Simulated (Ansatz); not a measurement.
Cost and result for the atomization energy of C$_{2}$H$_{9}$InOSi (`[CH3][In]([CH3])[O][SiH3]`) (14 atoms, 13 bonds).

```xyz
14

C     1.6436    2.1827   -0.3999
In    0.6555    0.2947   -0.3678
C     0.7573   -1.6789   -1.1771
O    -0.9213    0.4559    0.8779
Si   -2.1509   -0.4465    1.4113
H     2.7030    2.0719   -0.1659
H     1.1699    2.8283    0.3389
H     1.5565    2.6386   -1.3873
H    -0.2478   -1.9987   -1.4537
H     1.4131   -1.7298   -2.0455
H     1.1320   -2.3574   -0.4085
H    -3.4539    0.2571    1.2293
H    -2.0062   -0.7644    2.8628
H    -2.2507   -1.7535    0.6854
```

The species carries charge 0 and has multiplicity 1. Correlated methods include outer-core shells of In, which these sets cover unevenly. In: def2 effective core potential. All single points use the PBE0-D4/def2-TZVP geometry. It is one conformer, not always the lowest. Program: Ansatz. All runs use 2 threads of an AMD EPYC 7R13 on a shared host and a share of an NVIDIA H100 80 GB. Times are those of one run each, without the atoms' runs, and a repeat can differ threefold. Electronic energies, without spin–orbit coupling; frozen cores. CCSD(T)/CBS adds CCSD(T) − MP2 in def2-TZVPP to the MP2 limit, and its time is that of the two runs behind it. T1 = 0.013. With those shells the extrapolation isn't a true limit. B3LYP takes the VWN-RPA correlation (the form of Gaussian; ORCA's B3LYP/G).

CCSD(T)/CBS is a level of theory with its own doubt, some kJ/mol a heavy atom from the limit and from the frozen cores, so smaller differences don't rank the functionals.

```csv
level,functions,wall time,atomization (kJ/mol),difference from CCSD(T)/CBS,per bond
r2SCANh-D4/def2-TZVPP,311,2.7 s,4753.1,-47.3,-3.6
LDA (SPW92)/def2-TZVPP,311,2.8 s,5354.5,554.1,42.6
BHLYP-D4/def2-TZVPP,311,3 s,4662.9,-137.5,-10.6
BLYP-D4/def2-TZVPP,311,4.1 s,4721.9,-78.5,-6.0
PBE0-D4/def2-TZVPP,311,4.1 s,4736.3,-64.1,-4.9
ωB97X-V/def2-TZVPP,311,4.5 s,4793.2,-7.2,-0.6
B3LYP-D4/def2-TZVPP (with forces),311,4.5 s,4754.1,-46.3,-3.6
PBE-D4/def2-TZVPP (with forces),311,5.5 s,4784.6,-15.8,-1.2
CCSD(T)/def2-SVP,131,5.5 s,4500.2,-300.2,-23.1
r2SCAN-D4/def2-TZVPP (with forces),311,6.5 s,4775.7,-24.7,-1.9
MP2/def2-QZVPP,593,7.5 s,4783.8,-16.6,-1.3
CCSD(T)/def2-TZVPP,311,12 s,4683.6,-116.8,-9.0
CCSD(T)/CBS(def2),–,20 s,4800.4,0.0,0.0
```

From PBE to PBE0 (25 % exact exchange), in def2-TZVPP and without D4, the atomization energy moves by −44.6 kJ/mol: exact exchange takes away binding that semilocal exchange gives to molecules. In def2-TZVPP, CCSD(T) changes the Hartree–Fock value by +1129.0 kJ/mol (the triples alone add +58.0 kJ/mol) and MP2 by +1158.9 kJ/mol; breaking electron pairs costs correlation energy, which Hartree–Fock lacks. At CCSD(T), def2-SVP lies −300.2 kJ/mol from the extrapolated value and def2-TZVPP −116.7 kJ/mol: correlation converges slowly with the basis, and small sets miss more of it in the bonded molecule than in its fragments.

Spin–orbit coupling would lower the free In atoms strongly, and the atomization energy with them, by more than many differences here.
